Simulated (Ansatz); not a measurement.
C8H10O, SMILES `Cc1ccc(O)cc1C`, relaxed with RKS PBE-D4/def2-SVP in Ansatz from a rough embedded geometry. The force threshold is 0.03 eV/Å; the program also tests the step.

The species carries charge 0 and has multiplicity 1.

Start:

```xyz
19

C     1.916    1.233   -0.397
C     0.624    0.473   -0.403
C    -0.108    0.344   -1.573
C    -1.302   -0.353   -1.605
C    -1.785   -0.938   -0.444
O    -2.956   -1.637   -0.413
C    -1.059   -0.816    0.734
C     0.137   -0.119    0.767
C     0.898   -0.001    2.052
H     2.118    1.654   -1.379
H     2.745    0.579   -0.126
H     1.884    2.044    0.329
H     0.260    0.797   -2.483
H    -1.858   -0.442   -2.530
H    -3.351   -1.641   -1.293
H    -1.451   -1.278    1.627
H     0.976    1.043    2.355
H     1.910   -0.388    1.937
H     0.402   -0.554    2.845
```

Problem. How much energy does the relaxation release, and in how many steps? (Estimate.)

Solution. Ansatz gave: 13.62 kJ/mol, in 3 steps.

Problem. Which bonds change most? (An estimate is asked.)

Solution. The calculation gave: C2–C8 from 1.399 to 1.422 Å; C1–H12 from 1.089 to 1.111 Å; C1–H11 from 1.090 to 1.112 Å; C9–H18 from 1.089 to 1.111 Å.

Problem. Give the relaxed structure. (Estimate.)

Solution. Computed: 
```xyz
19

C     1.932    1.247   -0.401
C     0.633    0.482   -0.412
C    -0.116    0.348   -1.594
C    -1.327   -0.359   -1.630
C    -1.815   -0.955   -0.454
O    -2.984   -1.658   -0.408
C    -1.078   -0.831    0.738
C     0.134   -0.124    0.775
C     0.901   -0.007    2.068
H     2.160    1.668   -1.399
H     2.790    0.605   -0.104
H     1.912    2.090    0.323
H     0.259    0.812   -2.520
H    -1.893   -0.447   -2.572
H    -3.377   -1.657   -1.300
H    -1.476   -1.305    1.648
H     1.016    1.054    2.379
H     1.931   -0.413    1.971
H     0.398   -0.549    2.891
```
